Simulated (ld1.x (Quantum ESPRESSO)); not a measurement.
Ranking PAW potentials for erbium (Er)

All share these settings but for the change named:

ld1.x (Quantum ESPRESSO) 7.5 input, shortened:

```
&input
   title='Er', zed=68., rel=1, dft='PZ', iswitch=3,
   config='[Xe] 4f11 5d1 6s2 6p0'
 /
 &inputp
   pseudotype=3, lpaw=.true., tm=.true., lloc=-1, rcloc=2.70,
   nlcc=.true., new_core_ps=.true., rcore=0.55,
   which_augfun='GAUSS', rmatch_augfun=0.60
 /
8
5S  1  0   2.00   0.00  1.75  2.10  0.0
6S  2  0   2.00   0.00  1.75  2.10  0.0
5P  2  1   6.00   0.00  2.60  2.75  0.0
6P  3  1   0.00   0.00  2.60  2.75  0.0
5D  3  2   1.00   0.00  2.10  2.20  0.0
5D  3  2   0.00   0.30  2.10  2.20  0.0
4F  4  3  11.00   0.00  0.55  0.75  0.0
4F  4  3   0.00   1.55  0.55  0.75  0.0
 &test
   configts(1)='4f11 5s2 5p6 5d1 6s2 6p0'
 /
```

Cutoff: the first of the cutoffs (Ry, on a coarse ladder) from which the occupation-weighted sum of valence levels, in a spherical-Bessel basis at the reference potential, stays within 10 and 1 mRy of its value at 400 Ry; the density cutoff is not measured.

Of 7 variants that were run, those that failed, showed a ghost or another fault, or gave nearly equal values are left out.

(1) Rank these variants from softest to hardest (loose cutoff).
A. waves 4f (bound): rcut 0.55, rcutus 0.92 bohr; 4f channel at 1.55 Ry: rcut 0.55, rcutus 0.92 bohr
B. waves 4f (bound): rcut 0.55, rcutus 1.10 bohr; 4f channel at 1.55 Ry: rcut 0.55, rcutus 1.10 bohr
C. waves 4f (bound): rcut 0.55, rcutus 1.02 bohr; 4f channel at 1.55 Ry: rcut 0.55, rcutus 1.02 bohr

Answers

(1) B (160 Ry), C (200 Ry), A (260 Ry).
